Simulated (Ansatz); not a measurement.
`F[SiH2]/C=C/[SiH3]` → `FC1C[SiH2][SiH2]1`  (isomerisation)

Calculated with Ansatz (gas phase, PBE0-D4/def2-TZVP geometries, no zero-point term in ΔE). CCSD(T)/CBS adds triple-zeta CCSD(T) − MP2 to the extrapolated MP2 energy (def2 sets, frozen cores). Functionals use def2-TZVPP. B3LYP here is the variant with VWN-RPA as its local correlation; programs differ in this. HSE06 is defined as in plane-wave codes. One conformer a species, not always the lowest.

`F[SiH2]/C=C/[SiH3]`:

```xyz
12

F    -2.620   -0.879    0.769
Si   -1.390   -1.794    0.306
C     0.045   -0.684   -0.067
C    -0.013    0.647    0.054
Si    1.419    1.782   -0.317
H    -1.077   -2.735    1.411
H    -1.813   -2.559   -0.893
H     0.978   -1.141   -0.402
H    -0.951    1.092    0.389
H     1.056    2.745   -1.391
H     2.579    0.961   -0.753
H     1.789    2.566    0.892
```

`FC1C[SiH2][SiH2]1`:

Z-matrix (Å, degrees):
```
C
C 1 1.535
F 1 1.401 2 108.3
Si 1 1.932 2 98.4 3 -111.4
H 1 1.093 2 114.3 3 119.1
Si 2 1.911 1 99.2 3 81.8
H 2 1.093 1 112.7 3 -45.8
H 2 1.096 1 108.8 3 -165.3
H 4 1.485 1 116.5 2 148.9
H 4 1.490 1 110.5 2 -84.8
H 6 1.488 2 116.2 1 144.3
H 6 1.486 2 113.7 1 -88.0
```

Problem. Is it downhill or uphill in electronic energy at CCSD(T)/CBS, and by how much? (Best estimate.)

Solution. The calculation gave: Uphill: ΔE = +197.3 kJ/mol.

Problem. What do these levels give: r2SCAN-D4, PBE0-D4, B3LYP-D4, r2SCAN0-D4, CAM-B3LYP-D4, PBE-QIDH, B3LYP, r2SCAN0, HSE06, LC-ωPBE, RPA@PBE/def2-TZVPP, MP2/def2-SVP? (Estimate.)

Solution. Computed: r2SCAN-D4 178.9, PBE0-D4 159.9, B3LYP-D4 197.0, r2SCAN0-D4 178.6, CAM-B3LYP-D4 195.2, PBE-QIDH 175.9, B3LYP 202.0, r2SCAN0 179.1, HSE06 162.1, LC-ωPBE 161.2, RPA@PBE/def2-TZVPP 191.0, MP2/def2-SVP 183.9 kJ/mol.

Largest T1 diagnostic among the species: 0.013.

The D4 term adds −5.0 kJ/mol with B3LYP and −2.4 kJ/mol with PBE0; it sums over pairs of atoms, weighted by their polarisabilities, and B3LYP, whose exchange is more repulsive, gets the larger term. In def2-TZVPP, CCSD(T) changes the Hartree–Fock value by −41.2 kJ/mol (the triples alone add −4.1 kJ/mol) and MP2 by −35.3 kJ/mol. At CCSD(T), def2-SVP lies −18.6 kJ/mol from the extrapolated value and def2-TZVPP −1.7 kJ/mol.
